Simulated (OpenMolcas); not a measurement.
# Sr+: thermal populations, worked from levels

- Program: OpenMolcas
- Basis: ANO-RCC-VQZP [8s7p4d2f1g]
- Scalar Hamiltonian: DKH2, point nucleus
- Active space: 1 electron in 9 orbitals (4d 5s 5p)
- State averaging: 2S+1 = 2 even, 6 roots; 2S+1 = 2 odd, 3 roots
- Spin-orbit coupling: state interaction with AMFI integrals over the reference wave functions, term energies averaged over their components

Methods: CASSCF; SS-CASPT2, IPEA 0.25 Eh, imaginary shift 0.1 Eh (closed shells correlated: 4s 4p). Measured levels: NIST Handbook of Basic Atomic Spectroscopic Data.

**Thermal populations.** Z = Σ (2J + 1) exp(-E/kT) with k = 0.695035 cm-1/K, over the levels below. No other level of either list lies under 47700 cm-1, which is above 7 kT at each temperature.

```json
{"Level": "5s 2S 1/2", "2J + 1": "2", "SS-CASPT2": "0.0", "measured": "0.0"}
{"Level": "4d 2D 3/2", "2J + 1": "4", "SS-CASPT2": "15930", "measured": "14556"}
{"Level": "4d 2D 5/2", "2J + 1": "6", "SS-CASPT2": "16200", "measured": "14836"}
{"Level": "5p 2P* 1/2", "2J + 1": "2", "SS-CASPT2": "23730", "measured": "23715"}
{"Level": "5p 2P* 3/2", "2J + 1": "4", "SS-CASPT2": "24290", "measured": "24517"}
```

```json
{"T (K)": "8000", "Z, SS-CASPT2": "2.632", "Z, measured levels": "2.785", "Ground level (%), SS-CASPT2": "76.0", "Ground level (%), measured levels": "71.8"}
```

At 8000 K, kT = 5560 cm-1, and the computed levels give Z = 2.000 + 0.228 + 0.326 + 0.028 + 0.051 = 2.632.

Term energies are means over components that CASPT2 splits; among the terms shown or strongly mixed into the levels shown the widest spread is 73 cm-1 (4d 2D, SS-CASPT2). ANO sets are built for ground and valence states and can reach diffuse excited orbitals poorly. With one active electron the reference holds no correlation, so core polarisation is missing (holds for CASSCF). With one active electron, CASPT2 adds the correlation within the correlated inactive shells and between them and that electron, and leaves the splitting within a term as the reference gives it (holds for SS-CASPT2). Computed and measured levels are paired by configuration, term and J; levels that our copy of the source lacks, or whose pairing is in doubt (as where it misses far off the trend of its configuration), stay unpaired and out of the deviations. Levels of configurations outside the active space are missing.

* marks odd parity.
